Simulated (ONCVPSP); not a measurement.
## Before and after: ONCV potential for bismuth

- Element: Bi
- Generator: ONCVPSP 4.0.1
- Type: optimised norm-conserving Vanderbilt (ONCV)
- Functional: PBE
- Relativity: scalar-relativistic
- Frozen core: [Xe] 4f14
- Valence charge: 15
- Reference configuration: 5d10 6s2 6p2 (charge +1)
- Partial waves: 6s: rc 1.65 bohr, ncon 3, nbas 7, qcut 3.3 1/bohr, 2 projectors, debl 1 Ha; 6p: rc 1.95 bohr, ncon 3, nbas 6, qcut 3.6 1/bohr, 2 projectors, debl 2.6 Ha; 5d: rc 1.90 bohr, ncon 4, nbas 8, qcut 9.7 1/bohr, 2 projectors, debl 3.5 Ha; f scattering state at 0.35 Ha: rc 1.85 bohr, ncon 4, nbas 8, qcut 6.6 1/bohr, 1 projector
- Local potential: polynomial inside 1.25 bohr (lpopt 5, dvloc0 4 Ha)
- Core correction: none

Change: fully relativistic.

Cutoffs: the cutoffs (Ha) at which the residual kinetic energy of the hardest occupied pseudo-wave falls to 1 and 0.1 mHa per electron; they do not see the model core or the augmentation charge, which bear on the density cutoff. Errors are all-electron minus pseudo energies relative to the spin-unpolarised reference configuration.

Question: Predict the effect on cutoff, ghosts and configuration errors.

Answer: The potential gets neither clearly harder nor softer (28 Ha and 36 Ha → 28 Ha and 36 Ha); both files keep a bound ghost (s); of the 4 tests that both files solve, the error grows in 0 and shrinks in 3 by more than 15 % and 0.3 meV (median size 10.4 → 3.8 meV).

| quantity | base | changed |
| --- | --- | --- |
| cutoff, loose | 28 Ha | 28 Ha |
| cutoff, tight | 36 Ha | 36 Ha |
| loose cutoff by channel | s 12 Ha, p 5.8 Ha, d 28 Ha | s 12 Ha, p 7.3 Ha, d 28 Ha |
| bound ghosts | s | s |
| GHOST(+) flags under 300 eV | p at 40.6 eV | p3/2 at 37.3 eV, p1/2 at 57.3 eV |
| error for 5d10 6s2 6p3, meV [ΔE -7.91 → -8.06 eV] | +4.7 | +1.2 |
| error for 5d10 6s2 6p1, meV [ΔE 15.25 → 15.43 eV] | -7.3 | +0.4 |
| error for 5d10 6s2 6p0, meV [ΔE 38.59 → 38.99 eV] | -13 | +6.4 |
| error for 5d9 6s2 6p4, meV [ΔE 16.29 → 15.84 eV] | -191 | -179 |
| s: phases at 1.68 bohr within 0.05 rad from the reference energy up to (Ha; the scan ends near 5) | 4.3 | 4.3 |

 A true bound ghost makes a file unfit for plane-wave use even where its test errors are small: the radial tests pick states by their node count and pass the ghost by.
